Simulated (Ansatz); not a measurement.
The cluster Be₂Te₂. The state is a quintet with charge 0. Geometry PBE0-D4/def2-TZVP; atoms count from 1.

```xyz
4

Be    1.385   -0.173    0.471
Be   -1.204    0.841   -0.114
Te   -0.729   -1.027    1.442
Te    0.548    0.359   -1.799
```

In the def2 sets Te takes a core potential; there is no spin–orbit coupling. At PBE0-D4/def2-TZVP a singlet of charge 0 lies 4.81 eV below the quintet, each at its own geometry. The structure comes from a short search, and lower isomers may exist.

Question: Estimate the Mulliken populations from the PBE0/def2-TZVP orbitals of Ansatz.

Answer: 
```
atom  charge (e)  spin (α − β)
 Be1       -0.06          0.92
 Be2       -0.06          0.92
 Te3        0.06          1.08
 Te4        0.06          1.08
```
Mulliken values depend strongly on the basis.

Question: Where does the spin sit?

Answer: Summed by element: Be 1.85, Te 2.15, of 4 unpaired in all. Largest on single atoms: Te3 1.08, Te4 1.08, Be1 0.92.

Question: And the Mayer bond orders between heavy atoms (over 0.3)?

Answer: Be1–Te3 0.77 (2.48 Å); Be1–Te4 0.77 (2.48 Å); Be2–Te3 0.77 (2.48 Å); Be2–Te4 0.77 (2.48 Å).
